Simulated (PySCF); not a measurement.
Species: C3H8BOP.
SMILES: `C=C(BP)OC`

Torsions of this conformer, `[CH2:1]=[C:2]([BH:3][PH2:4])[O:5][CH3:6]`: C1–C2–B3–P4 -179°, C1–C2–O5–C6 1°, H–P4–B3–C2 -41°, H–P4–B3–C2 -145°.

The closed-shell ground state was solved at several levels (PySCF, density fitting, gas phase, non-relativistic). The structure is a single PBE0-D3(BJ)/def2-SVP conformer in the gas phase; no vibrational or solvent corrections.

```csv
level,basis functions,total energy (Eh),HOMO (eV),LUMO (eV),gap (eV),dipole (D)
PBE0/STO-3G,42,-553.5255,-3.93,1.35,5.28,1.32
HF/def2-SVPD,191,-558.2477,-9.35,1.63,10.98,2.27
B97-D/pcSseg-1,149,-560.3285,-5.76,-2.51,3.25,2.09
PBE0/pcSseg-1,149,-560.0832,-6.92,-1.84,5.08,2.18
PBE0/cc-pVDZ,128,-560.1351,-6.78,-1.70,5.08,2.00
PBE0/def2-TZVP,240,-560.2146,-6.93,-1.86,5.07,1.96
PBE0/pcSseg-0,74,-559.2154,-6.90,-1.81,5.09,2.70
CAM-B3LYP/pcSseg-1,149,-560.3735,-8.16,-0.73,7.43,2.17
PBE0/IGLO-III,299,-560.2192,-6.92,-1.85,5.07,1.89
BLYP/pcSseg-1,149,-560.3924,-5.64,-2.47,3.17,2.03
PBE0/6-31G*,104,-560.0962,-6.70,-1.59,5.11,2.23
PBE0/cc-pVTZ,296,-560.2125,-6.91,-1.83,5.08,1.97
BHandHLYP/pcSseg-1,149,-560.3421,-7.87,-0.82,7.05,2.24
```

(1) Estimate the row for KT2/pcSseg-1, a basis of 149 functions; the other rows only guide the guess.

(2) Over all these levels, which gives the widest orbital gap and which the narrowest?

(3) How much does the basis alone move the frontier levels among the 8 PBE0 rows?

(4) In the pcSseg-1 basis, how does the gap go with the fixed share of exact exchange?

(5) How far do the dipole and the HOMO energy spread over the levels?

## Answers

(1) Total energy -566.9749 Eh, HOMO -5.86 eV, LUMO -2.65 eV, gap 3.21 eV, dipole 2.05 D.

(2) HF/def2-SVPD (Hartree–Fock, all exact exchange) has the widest, 10.98 eV, and BLYP/pcSseg-1 (GGA) the narrowest, 3.17 eV. Functional and basis both differ between the two, so the spread mixes both effects.

(3) The HOMO by 3.00 eV and the LUMO by 3.21 eV. By rising basis size (HOMO, LUMO in eV): STO-3G -3.93, 1.35; pcSseg-0 -6.90, -1.81; 6-31G* -6.70, -1.59; cc-pVDZ -6.78, -1.70; pcSseg-1 -6.92, -1.84; def2-TZVP -6.93, -1.86; cc-pVTZ -6.91, -1.83; IGLO-III -6.92, -1.85.

(4) BLYP (0 %) 3.17 eV; KT2 (0 %) 3.21 eV; B97-D (0 %) 3.25 eV; PBE0 (25 %) 5.08 eV; BHandHLYP (50 %) 7.05 eV. Each rise in the share widens the gap here.

(5) The dipole runs from 1.32 to 2.70 D (mean 2.08 D) and the HOMO from -9.35 to -3.93 eV.

The pairwise dispersion term of B97-D wasn't added to the energies; at a given geometry it leaves orbitals and properties as they are.
